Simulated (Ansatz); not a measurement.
Conformers of FH$_{6}$NO$_{2}$Si$_{2}$ (`O[SiH](O)N[SiH2]F`), each relaxed with PBE0-D4/def2-TZVP in Ansatz. CBS adds the triple-zeta coupled-cluster correction to the MP2 limit.

Not all of them had a frequency check.

Conformer A:

```xyz
12

O    -1.140    1.653   -1.545
Si   -1.109    0.288   -0.643
O    -1.562    0.447    0.921
N     0.499   -0.345   -0.612
Si    1.281   -1.009    0.752
F     1.443    0.120    1.888
H    -0.521    2.354   -1.334
H    -2.108   -0.591   -1.269
H    -0.963    0.869    1.540
H     1.052   -0.247   -1.451
H     0.491   -2.081    1.392
H     2.637   -1.457    0.359
```

Conformer B:

Z-matrix (Å, degrees):
```
Si
O 1 1.642
N 1 1.715 2 114.4
O 1 1.633 2 104.6 3 -118.5
H 1 1.481 2 110.7 3 119.2
H 2 0.958 1 117.9 3 -61.6
Si 3 1.707 1 128.7 2 113.9
H 3 1.012 1 115.4 2 -63.0
H 4 0.959 1 116.3 2 -25.7
F 7 1.603 3 111.8 1 -89.3
H 7 1.480 3 109.5 1 153.3
H 7 1.477 3 109.5 1 28.3
```

(1) Which is lowest in electronic energy at CCSD(T)/CBS (frozen core, def2 sets), and by how much? (Estimate.)

(2) Give the energies relative to B (kJ/mol) with PBE0-D4/def2-TZVPP, ωB97M-V/def2-TZVPP, B2PLYP/def2-TZVPP, B3LYP/def2-TZVPP, SCS-MP2/def2-TZVPP, MP2/def2-QZVPP, CCSD/CBS(def2). (Best estimate.)

## Answers

(1) Computed: B; A lies 0.9 kJ/mol higher. Gaps under about 2 kJ/mol don't settle the order.

(2) The calculation gave: 
| level | A |
| --- | --- |
| PBE0-D4/def2-TZVPP | 0.6 |
| ωB97M-V/def2-TZVPP | -0.3 |
| B2PLYP/def2-TZVPP | 1.4 |
| B3LYP/def2-TZVPP | 2.2 |
| SCS-MP2/def2-TZVPP | 1.2 |
| MP2/def2-QZVPP | 0.9 |
| CCSD/CBS(def2) | 1.6 |

B3LYP here is the variant with VWN-RPA as its local correlation; programs differ in this.
